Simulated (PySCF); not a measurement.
AlHI2, SMILES [I][AlH][I].

Coordinates come from a B3LYP-D3(BJ)/def2-SVP optimisation. The def2 effective core potentials stand for the cores of I; spin–orbit coupling is left out.

All values below come from r2SCAN/def2-TZVPD in PySCF.

Symmetry labels are those of the subgroup C2v that the program uses (full group C2v).

Computed valence orbital energies around the gap with their symmetry:
```json
[
 {"orbital": "HOMO−7", "symmetry": "B2", "energy (eV)": "-18.06"},
 {"orbital": "HOMO−6", "symmetry": "A1", "energy (eV)": "-10.94"},
 {"orbital": "HOMO−5", "symmetry": "A1", "energy (eV)": "-8.65"},
 {"orbital": "HOMO−4", "symmetry": "B2", "energy (eV)": "-8.59"},
 {"orbital": "HOMO−3", "symmetry": "B1", "energy (eV)": "-7.62"},
 {"orbital": "HOMO−2", "symmetry": "A1", "energy (eV)": "-7.23"},
 {"orbital": "HOMO−1", "symmetry": "A2", "energy (eV)": "-7.22"},
 {"orbital": "HOMO", "symmetry": "B2", "energy (eV)": "-6.98"},
 {"orbital": "LUMO", "symmetry": "B1", "energy (eV)": "-2.39"},
 {"orbital": "LUMO+1", "symmetry": "A1", "energy (eV)": "-1.72"},
 {"orbital": "LUMO+2", "symmetry": "B2", "energy (eV)": "-0.08"},
 {"orbital": "LUMO+3", "symmetry": "A1", "energy (eV)": "0.21"}
]
```
